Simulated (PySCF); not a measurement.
SMILES [CH3][Cd][F] (CH3CdF), PBE0/def2-SVP optimised geometry.

```
6

Cd    -0.26    -0.13     0.00
F     -2.20    -0.13     0.00
C      1.82    -0.13     0.00
H      2.20    -0.87     0.72
H      2.20     0.87     0.27
H      2.20    -0.39    -1.00
```

Density from PBE0/def2-TZVP, def2 effective core potentials past Kr run with PySCF at that geometry. The core electrons that the potentials of Cd replace are not part of the density.

Minimum of the electron density along straight lines between bonded atoms, close to the bond critical point (lines longer than 1.1 times the sum of covalent radii, or with two minima, are not listed):

```
bond    length / Å  ρ at the minimum / e bohr⁻³  ∇²ρ there / e bohr⁻⁵  position (fraction from the first atom)
------  ----------  ---------------------------  --------------------  ---------------------------------------
Cd1–F2       1.937                        0.114                   ___                                     0.53
Cd1–C3       2.082                        0.111                   ___                                     0.53
C3–H4        1.099                        0.269                 -0.89                                     0.64
C3–H5        1.099                        0.269                 -0.89                                     0.64
C3–H6        1.099                        0.269                 -0.89                                     0.64
```

Complete the blanks.


- Cd1–F2, ∇²ρ there / e bohr⁻⁵: 0.67
- Cd1–C3, ∇²ρ there / e bohr⁻⁵: 0.17
